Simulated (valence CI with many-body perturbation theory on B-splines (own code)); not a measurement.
**Ho⁴⁶⁺ in three bases**

Calculated by valence CI with perturbative core correlation (CI+MBPT): three valence electrons over a frozen Dirac-Fock core [Ar], radial functions for each j: 7 s, 7 p, 8 d, 6 f, 4 g, 1 h, with the one-electron correlation potential Σ1, the two-electron term Σ2, the three-electron term Σ3, Breit, model QED; selected CI, second order for the rest, scaled by the run's own slope (own B-spline code, finite nucleus).

No measured spectrum was set against this ion. As an estimate, large intervals hold to a few tenths of a per cent, small ones and those within an open d or f shell to about a per cent. Only levels of the ground parity were solved; by the run's estimate the other parity begins above the list, which can be wrong where configurations are misplaced.

The reference run has the lowest level (3d3/2^3) J=3/2 and an ionisation energy of 3880.51 eV. Its largest variational space holds 4703 state functions.

Levels are named by their leading jj configuration (3d3/2^4 stands for four electrons in 3d with j = 3/2), which in mixed levels can hold well under half, so a name can repeat and another be missing. Letters in brackets count levels of one name in rising energy.

Changed runs:
A. basis 6 s, 6 p, 5 d, 5 f, 1 g
B. basis 5 s, 5 p, 4 d, 4 f

Excitation energies of the reference run in cm⁻¹, and shifts in cm⁻¹:

```csv
Level,Reference,A,B
(3d3/2^2 3d5/2) J=5/2 [a],312175,-235,-391
(3d3/2^2 3d5/2) J=3/2,359555,-63,-4.6
(3d3/2^2 3d5/2) J=7/2,381903,+5.8,+97
(3d3/2^2 3d5/2) J=9/2,385899,+97,+310
(3d3/2^2 3d5/2) J=1/2,396395,+47,+217
(3d3/2^2 3d5/2) J=5/2 [b],551735,+264,+582
(3d3/2 3d5/2^2) J=7/2 [a],689241,-155,-206
(3d3/2 3d5/2^2) J=9/2,719601,-89,-32
(3d3/2 3d5/2^2) J=3/2 [a],756266,-17,+22
(3d3/2 3d5/2^2) J=1/2,776678,+121,+372
(3d3/2 3d5/2^2) J=11/2,789396,+179,+559
(3d3/2 3d5/2^2) J=5/2 [a],795158,+103,+306
Ionisation energy (eV),3880.51,-0.07,-0.10
```
